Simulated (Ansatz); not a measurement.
System: C₂H₉Si₂, net charge 0, doublet state. It need not be the lowest isomer of its formula. 
Geometry from a B3LYP-D3(BJ)/def2-TZVP (Ansatz, a first-principles code) optimisation:
```xyz
13

C     -1.4516     1.4663     0.1755
Si    -0.4017     0.0479    -0.4972
C     -1.2895    -1.6007    -0.2507
Si     1.7655     0.0403     0.3813
H     -1.6414     1.3294     1.2447
H     -2.4175     1.5098    -0.3320
H     -0.9540     2.4276     0.0412
H     -1.4770    -1.7800     0.8126
H     -0.6972    -2.4325    -0.6341
H     -2.2529    -1.6042    -0.7647
H      1.8017    -0.1629     1.8572
H      2.5588    -1.0491    -0.2413
H      2.4329     1.3339     0.0899
```
Charge 0, spin multiplicity 2.

Wanted: atomisation energy (electronic, to ground-state atoms), in kcal/mol. Cores are frozen in the correlated levels unless marked. Open shells are spin-unrestricted. Spin-orbit coupling is left out. Non-relativistic unless marked X2C. The coupled-cluster limit lacks core correlation, which all-electron functionals hold. CBS marks a two-point X^-3 extrapolation of the correlation energy; Hartree-Fock from the larger set. The bracket is a focal-point correction in the basis named.

```
level                                                                 program  atomisation energy (kcal/mol)  minus last row
-------------------------------------------------------------  --------------  -----------------------------  --------------
HF/aug-cc-pV(D+d)Z                                                     Ansatz                          792.0          -256.8
HF/cc-pV(D+d)Z                                                         Ansatz                          791.4          -257.4
HF/aug-cc-pV(T+d)Z                                                     Ansatz                          805.6          -243.2
PBE/def2-TZVPD                                                         Ansatz                         1046.9            -1.9
PBE-D3(BJ)/def2-TZVPD                                          Ansatz + dftd3                         1053.7             4.9
BLYP/def2-TZVPD                                                        Ansatz                         1025.1           -23.7
revPBE-D4/def2-TZVPD                                           Ansatz + dftd4                         1037.8           -11.0
revPBE/def2-TZVPD                                                      Ansatz                         1019.2           -29.6
PBE0/def2-SVP                                                          Ansatz                         1043.5            -5.3
BHLYP/def2-TZVPD                                                       Ansatz                         1026.5           -22.3
B2PLYP-D4/def2-TZVPD                                           Ansatz + dftd4                         1035.7           -13.1
MP2/cc-pV(D+d)Z                                                        Ansatz                          970.7           -78.1
RI-MP2/aug-cc-pV(T+d)Z                                                 Ansatz                         1027.0           -21.8
SCS-MP2/6-31G                                                          Ansatz                          873.3          -175.5
SCS-MP2/aug-cc-pV(D+d)Z                                                Ansatz                          982.1           -66.7
SCS-MP2/cc-pV(T+d)Z                                                    Ansatz                         1026.8           -22.0
CCSD(T)/cc-pV(D+d)Z                                                    Ansatz                          971.5           -77.3
CCSD(T)/cc-pV(Q+d)Z                                                    Ansatz                         1039.1            -9.7
X2C-CCSD(T)/cc-pVTZ-DK                                                 Ansatz                         1019.8           -29.0
RI-MP2/CBS(cc-pV(T+d)Z,cc-pV(Q+d)Z)+[CCSD(T)-MP2]/cc-pV(Q+d)Z          Ansatz                         1048.8             0.0
CCSD(T)/CBS(cc-pV(T+d)Z,cc-pV(Q+d)Z)                                   Ansatz                         1048.8             0.0
```
